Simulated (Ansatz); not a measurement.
Input for Ansatz (development build ahead of 0.2.0):

```yaml
crystal:
  periodic: [false, false, false]
  atoms:
    - { symbol: H, position_ang: [1.3095, 0.0, 0.3589] }
    - { symbol: H, position_ang: [0.0, 1.3095, 0.3589] }
    - { symbol: H, position_ang: [-1.3095, 0.0, 0.3589] }
    - { symbol: H, position_ang: [0.0, -1.3095, 0.3589] }
    - { symbol: H, position_ang: [1.3095, 0.0, -0.3589] }
    - { symbol: H, position_ang: [0.0, 1.3095, -0.3589] }
    - { symbol: H, position_ang: [-1.3095, 0.0, -0.3589] }
    - { symbol: H, position_ang: [0.0, -1.3095, -0.3589] }
basis:
  gaussian: { orbitals: "6-31G" }
hamiltonian:
  xc: hf
correlation:
  method: mp2
  frozen_orbitals: { H: 0 }
output:
  forces: true
```

The input is written out in the form of the current development build from the run's settings.

The run gave:

```
Converged          : yes
Reference energy   : -4.42658 hartree
Correlation energy : -0.07348 hartree
Total energy       : -4.50005 hartree
```

Forces (eV/Å):
| atom | Fx | Fy | Fz |
| --- | --- | --- | --- |
| H1 | 1.172 | 0.000 | 0.147 |
| H2 | 0.000 | 1.172 | 0.147 |
| H3 | -1.172 | 0.000 | 0.147 |
| H4 | 0.000 | -1.172 | 0.147 |
| H5 | 1.172 | 0.000 | -0.147 |
| H6 | 0.000 | 1.172 | -0.147 |
| H7 | -1.172 | 0.000 | -0.147 |
| H8 | 0.000 | -1.172 | -0.147 |
